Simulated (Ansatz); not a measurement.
Ideal-gas functions of AuCl, SMILES `[Cl][Au]` at 800 K and 1 bar, from an Ansatz frequency run at PBE0-D4/def2-TZVP.

Molar mass 232.42 g/mol, point group C∞v (symmetry number 1), electronic degeneracy 1, moments of inertia 148.747 u Å². Harmonic wavenumbers (cm⁻¹, unscaled): 366.

Use S(trans) = R[1.5 ln M + 2.5 ln T − 1.1517]; rotational temperatures θ = 24.2544 K / I; S(rot) = R[ln(T/σθ) + 1]; for each mode x = 1.438777 ν̃/T, S = R[x/(eˣ − 1) − ln(1 − e⁻ˣ)] and H = RT x/(eˣ − 1); 1 cm⁻¹ = 0.0119627 kJ/mol; R = 8.31446 J/(mol·K).

Question: By hand: the entropy, in J/(mol·K).

Answer: Translation 197.3. Rotation: θ = 0.1631 K, giving 79.0. Vibration, mode by mode: 11.94, in all 11.9. Electronic 0.0. Sum 288.2 J/(mol·K).

Question: By hand: H − E and G − E in kJ/mol, counted from the electronic energy.

Answer: Zero-point energy ½ × 366 × 0.0119627 = 2.2; thermal vibration 4.7; translation, rotation and pV give 3.5 RT = 23.3. H − E = 30.2 kJ/mol, and G − E = 30.2 − 800 × 288.2/1000 = -200.4 kJ/mol.

Vibration gives 4 % of the entropy.
